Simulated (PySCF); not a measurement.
CrI2 holds Cr(II), d4, at total charge 0. The structure is a model geometry with rigid ligands and bond lengths from ionic radii, not a minimum; coordination linear, point group D∞h, metal–donor distances 2.62 Å.

```
3

Cr    0.000    0.000    0.000
I     0.000    0.000    2.620
I     0.000    0.000   -2.620
```

Method (PySCF 2.14, density fitting): CASSCF(4,5) with orbitals averaged over all microstates of the shell, strongly contracted NEVPT2 on the averaged canonical orbitals; basis x2c-TZVPall on the metal, x2c-SVPall elsewhere; spin-free X2C; gas phase; spin-orbit coupling by state interaction with the mean-field operator over all roots.

What is the ground state?

5Σg+ (S = 2, orbital degeneracy 1), orbital occupations from the lowest 1.0 1.0 1.0 1.0 0.0, by NEVPT2, but only 115 cm⁻¹ below 5Πg, which doesn't decide their order.

List the excited states of the same spin.

By NEVPT2: 5Πg at 115 cm⁻¹; 5Δg at 3765 cm⁻¹. All are electric-dipole forbidden at this geometry.

Which is the lowest state of another spin?

3Hg at 17864 cm⁻¹ by NEVPT2; CASSCF alone puts it at 19882 cm⁻¹ above the same ground state.

Give the fitted ligand-field and repulsion parameters.

At CASSCF level (the NEVPT2 levels don't fit a ligand-field model well): orbital energies 0, 0, 2919, 2919, 3404 cm⁻¹; B = 958 cm⁻¹; C = 3612 cm⁻¹; B over its free-ion value at the same level 0.921; rms of the fit 277 cm⁻¹; ζ = 221 cm⁻¹ (free ion 239).

What are the magnetic parameters?

Degenerate or low-lying orbital states mix with the ground state, so no spin-only Hamiltonian applies. The lowest spin-orbit level is 1-fold; the next lies at 8.8 cm⁻¹. μeff is 4.42 μB at 300 K and 3.06 μB at 10 K; the spin-only value is 4.90 μB.

5Πg (115 cm⁻¹) lies within 300 cm⁻¹ of 5Σg+ at NEVPT2 level, inside the method's error: their order is undecided, and g values and low-temperature moments can hang on it. Gaps between spin states lean to high spin in this active space.

The job took 14 s on one thread of Arm Neoverse V1 (shared host), with 120 basis functions, launched as `OMP_NUM_THREADS=1 python lf_run.py task.json out`.
